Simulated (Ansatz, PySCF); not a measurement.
Gas-phase reaction (SMILES): NB(N)O -> N[B]N + [OH] (HO); the B-O bond at the site shown breaks (other sites are not compared here).

Geometries: B3LYP-D3(BJ)/def2-TZVP minima from Ansatz (a first-principles code), one conformer each, not searched for the lowest. Cores are frozen in the correlated levels unless marked. Open shells are spin-unrestricted. Spin-orbit coupling is left out. No relativistic terms. CBS(X,Y): correlation extrapolated as X^-3; Hartree-Fock from the larger set. Thermal terms are rigid-rotor harmonic-oscillator values from B3LYP-D3(BJ) frequencies (Ansatz or PySCF) at 298.15 K and 1 atm. 1 Eh = 627.5095 kcal/mol.

```tsv
species	E, CCSD(T)/CBS(aug-cc-pVTZ,aug-cc-pVQZ) (Ansatz) (Eh)	E, PBE0-D4/def2-TZVPD (Ansatz + dftd4) (Eh)	H - E (Eh)
NB(N)O	-212.51434	-212.57931	0.07821
N[B]N	-136.60445	-136.66578	0.06014
[OH] (HO)	-75.67461	-75.68764	0.01169
```

Problem. Work out ΔE and ΔH at 298.15 K at the first level, then ΔH at the second.

Solution. 
1. ΔE = [(-136.60445) + (-75.67461)] - [(-212.51434)] = 0.23528 Eh = 147.6 kcal/mol at CCSD(T)/CBS(aug-cc-pVTZ,aug-cc-pVQZ).
2. The terms H - E add up to -0.00638 Eh, so ΔH = (0.23528 + (-0.00638))×627.5095 = 143.6 kcal/mol.
3. At PBE0-D4/def2-TZVPD the same steps give ΔE = 141.7 and ΔH = 137.7 kcal/mol, a shift of -5.9 from the first level.
4. These values are not checked against measurement here, since the tables used lack a sound gas-phase enthalpy of formation for at least one species.
